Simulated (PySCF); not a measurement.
**Substituent chemical shifts**

Parent skeleton `[CH:1]1=[CH:2][O:3][CH:4]=[CH:5][CH2:6]1`; one hydrogen on atom 2 is replaced by X. Hydrogens on one atom are averaged.

[PySCF: σ from GIAO-PBE0/pcSseg-1; structure optimised with GFN2-xTB; no solvent; one conformer; no relativistic terms; one averaged value for each set of equivalent atoms]

Referencing at the same level of theory: TMS for 13C (186.93 ppm) and 1H (31.72 ppm); H2O for 17O (336.08 ppm).

Parent (X = H): C1 106.6, C2 148.4, O3 161.7, C4 148.4, C5 106.6, C6 24.5, H(C1) 4.77, H(C4) 6.41, H(C5) 4.77 ppm. Effects are Δδ = δ(X) − δ(H), positive for deshielding.

(1) Give Δδ (ppm) for X = CF3, OiPr, 2-furyl.

(2) Which position responds most, and to which substituents?

Results:

(1) 
| X | SMILES | C1 | C2 | O3 | C4 | C5 | C6 | H(C1) | H(C4) | H(C5) |
| --- | --- | --- | --- | --- | --- | --- | --- | --- | --- | --- |
| CF3 | FC(F)(F)C1=CCC=CO1 | +4.0 | +0.7 | -6.6 | +0.0 | -0.7 | +0.3 | +0.85 | +0.09 | +0.08 |
| OiPr | CC(C)OC1=CCC=CO1 | -30.5 | +13.6 | -0.9 | -1.6 | +2.5 | +1.8 | -0.85 | -0.03 | +0.13 |
| 2-furyl | C1=COC(c2ccco2)=CC1 | -4.8 | +1.3 | -9.3 | -0.2 | -0.7 | +0.6 | +0.82 | +0.18 | +0.10 |

(2) C1: from -30.5 ppm with OiPr to +4.0 ppm with CF3.

Experimental scales use liquid or dissolved standards, which lie at an offset from isolated H2O (liquid H2O: subtract about 36 ppm).
